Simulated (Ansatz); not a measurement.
Relaxation of the cluster ReO₂ with UKS PBE0-D4/def2-TZVP.

```sh
$ ansatz run in.yaml --threads 2 --pin off --events-out ev --progress --plain --max-ram 4352MiB
```

```yaml
crystal:
  periodic: [false, false, false]
  atoms:
    - {symbol: Re, position_ang: [-1.458900, -0.450760, 0.012350]}
    - {symbol: O, position_ang: [0.202200, -0.146240, -0.010830]}
    - {symbol: O, position_ang: [1.256700, 0.597000, -0.001520]}
basis:
  gaussian: {orbitals: def2-TZVP}
magnetization: {spin_polarized: true, initial_magnetization: 1}
hamiltonian: {xc: pbe0, dispersion: d4}
scf: {omitted_lower_state_checks: [starts]}
output: {orbitals: {seedname: orbitals}}
relax: {f_tol: 0.02, max_steps: 100}
```

It took 52 s on 2 threads of Intel Xeon Platinum 8375C on a shared host.

Positions (Å) and forces (eV/Å) at steps 1, 2, 3, 4, 5, 6 of 6:

```xyz
3
step=1 energy=-6214.5716 eV
Re   -1.459   -0.451    0.012   -2.437   -0.245    0.043
O     0.202   -0.146   -0.011    3.546    0.710   -0.047
O     1.257    0.597   -0.002   -1.109   -0.465    0.004
3
step=2 energy=-6214.6656 eV
Re   -1.477   -0.449    0.013   -1.244    0.018    0.028
O     0.224   -0.153   -0.012    2.088    0.214   -0.037
O     1.253    0.602   -0.001   -0.843   -0.232    0.008
3
step=3 energy=-6214.7383 eV
Re   -1.496   -0.428    0.014    0.071    0.134    0.004
O     0.274   -0.191   -0.014   -0.364   -0.618   -0.019
O     1.221    0.619    0.000    0.293    0.484    0.015
3
step=4 energy=-6214.7488 eV
Re   -1.500   -0.419    0.015    0.271    0.128    0.000
O     0.285   -0.213   -0.016   -0.229   -0.275   -0.007
O     1.215    0.632    0.001   -0.042    0.147    0.007
3
step=5 energy=-6214.7529 eV
Re   -1.476   -0.388    0.015   -0.369   -0.085    0.004
O     0.302   -0.261   -0.018    0.076   -0.100   -0.006
O     1.174    0.649    0.003    0.293    0.186    0.002
3
step=6 energy=-6214.7570 eV
Re   -1.488   -0.396    0.015   -0.016   -0.006    0.000
O     0.300   -0.252   -0.018    0.006    0.005    0.000
O     1.188    0.648    0.002    0.010    0.001    0.000
```

In the def2 sets Re takes a core potential; there is no spin–orbit coupling. The structure holds one bond between oxygen atoms, so isomers without such links may lie far lower. The charge 0 doublet is spin-contaminated (final ⟨S²⟩ up to 2.26, 0.75 for a pure state). Another isomer (quartet) lies 6.62 eV lower at PBE0-D4/def2-TZVP; other spin states weren't run for this one.
